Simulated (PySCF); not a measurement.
An unknown shows these calculated signals:

¹H NMR (500 MHz, computed): δ 5.92 (sept, 1H), 3.73 (t, 2H), 3.56 (d, 6H), 2.54 (t, 2H).

¹³C{¹H} NMR (computed): δ 120.6 (C), 67.7 (CH2), 21.4 (CH2).

PySCF 2.14 calculation with coordinates at the GFN2-xTB level and σ from GIAO-PBE0/pcSseg-1; one conformer, one averaged value for each set of equivalent atoms, non-relativistic, no solvent.

Referencing at the same level of theory: ¹H, ¹³C against TMS.

Which of these does the molecule contain: a nitrile, a Si–CH3 group, a heteroaromatic ring, a Si–H bond, a CF3 group?

Answers


- A nitrile: yes (δC 120.6).
- A Si–CH3 group: no.
- A heteroaromatic ring: no.
- A Si–H bond: yes (δH 5.92 (sept)).
- A CF3 group: no.

The data belong to `N#CCCO[SiH]([SiH3])[SiH3]`, C3H11NOSi3; they needn't prove each group on their own.

Carbon signals by region: 1 in the sp2 and nitrile region (100–160 ppm), 1 at 50–100 ppm, 1 below 50 ppm.

Shifts are as computed. Against solution values, carbons near 30 ppm lie about +3 ppm off and those near 130 ppm about +5 ppm. Of 1309 compounds with measured shifts, 239 miss one by over three times the rms of a fit or turn the order of signals round; such compounds aren't used in these exercises. Multiplicities follow the n + 1 count of equivalent neighbours, as no J values were calculated; m marks all less simple cases, F and P coupling included.
